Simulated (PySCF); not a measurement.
Input file for PySCF: D3(BJ) and D4 dispersion corrections on NH3 (SMILES N).

```python
from pyscf import gto
from pyscf.dispersion import dftd3, dftd4

mol = gto.M(
    atom='''
    N    -0.07682120   -0.11839229   -0.35457497
    H     0.88079986    0.15030491   -0.54933606
    H    -0.65972011    0.69039443   -0.53695089
    H    -0.13922695   -0.31914769    0.63667078
    ''',
    basis='def2-svp',
    charge=0, spin=0, verbose=0, max_memory=1800)
d3, d4 = {}, {}
for xc in ['hf', 'pbe', 'blyp', 'revpbe', 'tpss', 'r2scan', 'b3lyp', 'pbe0', 'bhlyp', 'camb3lyp', 'b2plyp']:
    d3[xc] = float(dftd3.DFTD3Dispersion(mol, xc=xc, version='d3bj', atm=False).get_dispersion()['energy'])
    print(f'D3(BJ) {xc:10s} {d3[xc]:14.8f} Eh')
for xc in ['hf', 'pbe', 'blyp', 'revpbe', 'tpss', 'r2scan', 'b3lyp', 'pbe0', 'bhlyp', 'camb3lyp', 'b2plyp']:
    d4[xc] = float(dftd4.DFTD4Dispersion(mol, xc={'camb3lyp': 'cam-b3lyp'}.get(xc, xc), atm=True).get_dispersion()['energy'])
    print(f'D4     {xc:10s} {d4[xc]:14.8f} Eh')
```

It printed:

```
D3(BJ) hf            -0.00933681 Eh
D3(BJ) pbe           -0.00076285 Eh
D3(BJ) blyp          -0.00152762 Eh
D3(BJ) revpbe        -0.00224849 Eh
D3(BJ) tpss          -0.00089331 Eh
D3(BJ) r2scan        -0.00018048 Eh
D3(BJ) b3lyp         -0.00121921 Eh
D3(BJ) pbe0          -0.00058855 Eh
D3(BJ) bhlyp         -0.00087088 Eh
D3(BJ) camb3lyp      -0.00045231 Eh
D3(BJ) b2plyp        -0.00049865 Eh
D4     hf            -0.00208287 Eh
D4     pbe           -0.00041813 Eh
D4     blyp          -0.00100873 Eh
D4     revpbe        -0.00200024 Eh
D4     tpss          -0.00057048 Eh
D4     r2scan        -0.00009970 Eh
D4     b3lyp         -0.00066372 Eh
D4     pbe0          -0.00033500 Eh
D4     bhlyp         -0.00039323 Eh
D4     camb3lyp      -0.00032064 Eh
D4     b2plyp        -0.00028587 Eh
```

The run finished.

Cost: very roughly 0.04 core-seconds.
